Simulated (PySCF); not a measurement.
**IrSF2, quartet: computed properties**

These are results of PySCF, UPBE0, basis Ir def2-SVP with ECP60, S def2-SVP, F def2-SVP (scalar-relativistic core potentials, no spin–orbit coupling, density fitting), not measurements.

The structure is a minimum.

```xyz
4
charge 0 multiplicity 4, angstrom
Ir    0.0000    0.0000   -0.2145
S     0.0000    0.0000    1.8831
F     1.8421    0.0000   -0.4990
F    -1.8421    0.0000   -0.4990
```

```json
{
 "Point group": "C2v",
 "Bond lengths": "Ir–F 1.864 Å (×2), Ir–S 2.098 Å",
 "Bond angles": "F–Ir–F 162.4°, F–Ir–S 98.8° (×2)",
 "Spin squared ⟨S²⟩": "3.762",
 "Rotational symmetry number": "2",
 "Enthalpy at 298.15 K above 0 K": "15.68 kJ/mol",
 "Dipole moment": "0.19 D",
 "Zero-point energy": "14.6 kJ/mol",
 "Highest occupied level (α)": "-7.75 eV",
 "Rotational constants": "0.1308, 0.128, 0.06468 cm⁻¹",
 "Heat capacity Cp at 298.15 K": "68.8 J/(mol K)",
 "Atomisation energy without zero-point energy": "1161 kJ/mol",
 "Principal quadrupole moments (Buckingham, traceless) about the centre of mass": "-10.24, 2.52, 7.73 D Å",
 "Entropy at 298.15 K and 1 bar (electronic part: spin only)": "330.1 J/(mol K)",
 "Lowest empty level (β)": "-4.48 eV",
 "Principal polarisabilities": "32.8, 42.7, 65.1 bohr³"
}
```

Harmonic modes (masses in u: Ir 192.963, S 31.972, F 18.998):
```tsv
symmetry	ω (cm⁻¹)	IR (km/mol)
b2	164	0.0
b1	174	4.9
a1	223	2.8
a1	518	1.4
a1	672	29.5
b2	696	151
```

In C2v the vibrations span 2b2 + b1 + 3a1. Here b1 is antisymmetric to the molecular plane and b2 lies in it.

Charges (e):
```
atom  Mulliken  Löwdin  polar tensor  spin (Mulliken)  Mayer order to Ir1
 Ir1      0.72    0.01          1.06             1.61                   –
  S2      0.02    0.36         -0.04             1.08                1.91
F3,4     -0.37   -0.18         -0.51             0.16                0.91
```

Mulliken populations on Ir1 (electrons outside its core potential): s 2.74, p 6.30, d 7.19, f 0.06.

Outer orbital energies (eV). α occupied: -12.19, -11.88, -11.70, -10.01, -9.07, -8.93, -8.25, -7.75; empty: -3.49, -0.14, 0.51, 2.27. β occupied: -12.32, -12.06, -11.88, -11.36, -11.28, -9.86, -8.61, -8.40; empty: -4.48, -4.27, -4.14, -2.90.

Formally Ir is in oxidation state +4, d5, with 3 unpaired electrons (the high-spin count would be 5). The Mulliken spin on Ir is 1.61. The polar-tensor charge on Ir, 1.06, is far below the formal one.

Only a few start shapes were tried, so a lower isomer may exist. With open d or f shells other occupations or spin states may lie lower. No spin–orbit coupling is included, which matters more the heavier the element.

The final relaxation and frequency run took about 4 core-minutes on a shared host.
